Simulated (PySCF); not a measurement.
# Spinor energies of Dy³¹⁺ (dysprosium, charge +31)

Start: [Ar] 3d10 4s2 4p5; 4p1/2 filled at m_j = -1/2, +1/2; 4p3/2 filled at m_j = -1/2, +1/2, +3/2. Calculated with PySCF 2.14 in an uncontracted even-tempered set (17 s from 2.9 bohr⁻², ratio 2.8; 14 p from 3.8 bohr⁻², ratio 2.8; 8 d from 6.8 bohr⁻², ratio 2.8; 4 f from 20 bohr⁻², ratio 3): generalised Hartree-Fock with the X2C-1e Hamiltonian and a Gaussian nucleus; one run each with spin-orbit coupling (SO) switched off, then screened by Boettger's factors.

| spinor shell | electrons | ε, spin-free (eV) | ε, screened SO (eV) | weight of nominal j (screened SO) | rms radius, screened SO (bohr) |
| --- | --- | --- | --- | --- | --- |
| 1s1/2 | 2 | -55240.8 | -55228.8 | 1.000 | 0.0240 |
| 2s1/2 | 2 | -10303.3 | -10299.1 | 1.000 | 0.0971 |
| 2p1/2 | 2 | -9271.8 | -9837.8 | 1.000 | 0.0829 |
| 2p3/2 | 4 | -9271.8 | -9030.9 | 1.000 | 0.0895 |
| 3s1/2 | 2 | -3216.4 | -3214.6 | 1.000 | 0.247 |
| 3p1/2 | 2 | -2891.7 | -3014.6 | 1.000 | 0.238 |
| 3p3/2 | 4 | -2891.7 | -2837.9 | 1.000 | 0.251 |
| 3d3/2 | 4 | -2479.8 | -2501.6 | 1.000 | 0.223 |
| 3d5/2 | 6 | -2479.8 | -2463.2 | 1.000 | 0.227 |
| 4s1/2 | 2 | -1412.2 | -1411.5 | 1.000 | 0.523 |
| 4p1/2 | 2 | -1289.7 | -1325.6 | 0.998 | 0.526 |
| 4p3/2 | 3 | -1289.7 | -1273.7 | 0.999 | 0.549 |

```
   quantity     spin-free   screened SO
E (hartree)  -11640.79724  -11650.38256
        M_J           3/2           3/2
       ⟨J²⟩         3.751         3.751
       ⟨L²⟩         2.001         2.044
       ⟨S²⟩         0.750         0.794
```

Each row is a mean over spinors that exchange with the open shell spreads, by up to 10.693 eV (4s1/2).

Breit and QED terms are absent; they matter most for the inner s and p1/2 levels.

Densities and radii are taken from the X2C orbitals without a picture-change correction, which distorts them close to the nucleus.

Without spin-orbit coupling the j labels of p, d and f shells carry no meaning; the spin-free column gives the mean over the occupied spinors of each nl shell.
